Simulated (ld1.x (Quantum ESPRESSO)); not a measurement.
## Which change was made? (Sr, TM semilocal)

```
Element                 : Sr
Generator               : ld1.x (Quantum ESPRESSO) 7.5
Type                    : norm-conserving Troullier–Martins (semilocal form)
Functional              : PBEsol
Relativity              : scalar-relativistic
Frozen core             : [Ar] 3d10
Valence charge          : 10
Reference configuration : 4s2 4p6 4d0 5s2 5p0
Partial waves           : 4p (bound): rc 2.35 bohr; 4d (bound, empty): rc 2.40 bohr; 4s (bound): rc 2.15 bohr
Local potential         : the s channel
Core correction         : none
```

Occupied shells without a wave of their own: 5s. They enter only through the test configuration that unscreens the potential.

Cutoffs, loose and tight: the cutoffs (Ry, on a coarse ladder) from which the occupation-weighted sum of valence levels, in a spherical-Bessel basis at the reference potential, stays within 10 and 1 mRy of its value at 400 Ry. They do not see the model core or the augmentation charge, which bear on the density cutoff. Test errors are all-electron minus pseudo excitation energies from the reference, over the configurations 4s2 4p6 4d0 5s1 5p0; 4s2 4p6 4d0 5s0 5p0; 4s2 4p6 4d0 5s1.5 5p0; 4s2 4p6 4d1 5s1 5p0; 4s2 4p6 4d0.5 5s1.5 5p0; 4s2 4p6 4d0 5s1 5p1; 4s2 4p6 4d0 5s0 5p1; variants that change the core or the reference have their own tests. The largest error is taken over the tests solved by every variant that gives reliable tests at all, those not shown here included: 4s2 4p6 4d0 5s0 5p0; 4s2 4p6 4d0 5s0 5p1; 4s2 4p6 4d0 5s1 5p0; 4s2 4p6 4d0 5s1.5 5p0; 4s2 4p6 4d0.5 5s1.5 5p0; 4s2 4p6 4d1 5s1 5p0.

The base gives: outcome: generated, misses its reference levels by 0.55 eV; cutoff, loose: 18 Ry; cutoff, tight: 40 Ry; bound ghosts: none; largest test error (meV): -2131.

On the changes marked as counting shells twice: ld1.x takes every shell without a wave as core, so the model core holds the marked electrons as well and exchange and correlation see them twice. This cancels in the reference configuration, but the file is broken for other ones, and its errors say nothing about a proper core correction.

Task: After one change the result is: outcome: generated, misses its reference levels by 0.65 eV; cutoff, loose: 18 Ry; cutoff, tight: 40 Ry; bound ghosts: none; largest test error (meV): -1607. Which change was it?
A. all radii scaled by about 1.41 (s 3.02, p 3.30, d 3.38 bohr)
B. reference 4s2 4p6 4d0 5s1.5 5p0
C. wave 4s (bound): rc 2.15 bohr becomes 4s (bound): rc 3.00 bohr
D. core correction a·sin(br)/r model core inside 1.66 bohr (5s counted twice)

Result: B. The others give: all radii scaled by about 1.41 (s 3.02, p 3.30, d 3.38 bohr) → outcome: generated, misses its reference levels by 1.31 eV; cutoff, loose: 15 Ry; cutoff, tight: 25 Ry; bound ghosts: none; largest test error (meV): -5407 | wave 4s (bound): rc 2.15 bohr becomes 4s (bound): rc 3.00 bohr → outcome: generated, misses its reference levels by 1.29 eV; cutoff, loose: 15 Ry; cutoff, tight: 30 Ry; bound ghosts: none; largest test error (meV): -11777 | core correction a·sin(br)/r model core inside 1.66 bohr (5s counted twice) → outcome: generated, misses its reference levels by 0.55 eV; cutoff, loose: 18 Ry; cutoff, tight: 40 Ry; bound ghosts: none; largest test error (meV): -2867.
